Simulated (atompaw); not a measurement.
# Varying the PAW (atompaw) potential for Lu (Z = 71)

Base potential:

* Element: lutetium
* Generator: atompaw 4.2.0.5
* Type: PAW
* Functional: PBE
* Relativity: non-relativistic
* Frozen core: [Kr] 4d10
* Valence charge: 25
* Reference configuration: 4f14 5s2 5p6 5d1 6s2 6p0
* Partial waves: 5s (bound): rc 1.55 bohr; 6s (bound): rc 2.25 bohr; 5p (bound): rc 1.90 bohr; 6p (bound, empty): rc 3.00 bohr; 5d (bound): rc 3.00 bohr; 5d channel at 3.4 Ry: rc 3.00 bohr; 4f (bound): rc 1.25 bohr; 4f channel at -0.45 Ry: rc 1.25 bohr
* Local potential: vpsmatchnc scheme with l = 4 at 0.5 Ry, radius 2.90 bohr
* Core correction: smooth core density matched at 2.05 bohr
* Augmentation charge: besselshape compensation charge, radius 2.90 bohr; PAW radius 3.00 bohr; waves and projectors: custom rrkj gramschmidtortho

All-electron outer shells of the reference configuration (PBE, non-relativistic, ld1.x):

```tsv
shell	level (eV)	outermost node (bohr)	outermost maximum (bohr)
4p	-334.01	0.26	0.48
4d	-193.73	0.23	0.48
5s	-50.83	0.61	1.13
5p	-30.12	0.63	1.24
4f	-15.24	–	0.46
6s	-4.10	1.55	3.36
5d	-2.63	0.69	1.78
6p	-1.46	1.79	4.37
```

Cutoffs, loose and tight: the cutoffs (Ry, on a coarse ladder) from which the occupation-weighted sum of valence levels, in a spherical-Bessel basis at the reference potential, stays within 10 and 1 mRy of its value at 400 Ry. They see the waves, projectors and local potential, not the compensation charge or the core. A dash means not determined.

Cutoffs are not given where the Bessel-basis levels miss the radial ones by over 6 mRy, ghosts where they miss by over 20 mRy; a channel whose overlap is not positive is not tested.

```csv
change,outcome,"cutoff, loose","cutoff, tight",bound ghosts
base,generated,140 Ry,200 Ry,none
wave 5p (bound): rc 1.90 bohr becomes 5p (bound): rc 2.96 bohr,generated,140 Ry,200 Ry,none
"augmentation besselshape compensation charge, radius 2.48 bohr; PAW radius 3.00 bohr; waves and projectors: custom rrkj gramschmidtortho",generated,140 Ry,200 Ry,none
"augmentation besselshape compensation charge, radius 2.90 bohr; PAW radius 3.00 bohr; waves and projectors: custom polynom2 7 10 vanderbiltortho",generated,–,–,not determined
scalar-relativistic,failed: atompaw: The overlap operator has at least one negative eigenvalue!,–,–,–
"local potential vpsmatchnc scheme with l = 4 at 0.5 Ry, radius 1.82 bohr",failed: atompaw: The overlap operator has at least one negative eigenvalue!,–,–,–
wave 4f channel at -0.45 Ry: rc 1.25 bohr becomes 4f channel at 2.47 Ry: rc 1.25 bohr,generated,140 Ry,200 Ry,none
"all radii scaled by about 1.17 (s 1.82, p 2.22, d 3.50, f 1.46 bohr); local potential vpsmatchnc scheme with l = 4 at 0.5 Ry, radius 3.38 bohr; augmentation besselshape compensation charge, radius 3.38 bohr; PAW radius 3.50 bohr; waves and projectors: custom rrkj gramschmidtortho; core correction smooth core density matched at 2.40 bohr",failed: atompaw: The overlap operator has at least one negative eigenvalue!,–,–,–
"local potential troulliermartins scheme with l = 4 at 0.5 Ry, radius 2.90 bohr",failed: atompaw: The overlap operator has at least one negative eigenvalue!,–,–,–
wave 4f channel at -0.45 Ry: rc 1.25 bohr becomes 4f channel at -0.45 Ry: rc 2.50 bohr,generated,140 Ry,200 Ry,none
core correction smooth core density matched at 1.92 bohr,generated,140 Ry,200 Ry,none
```
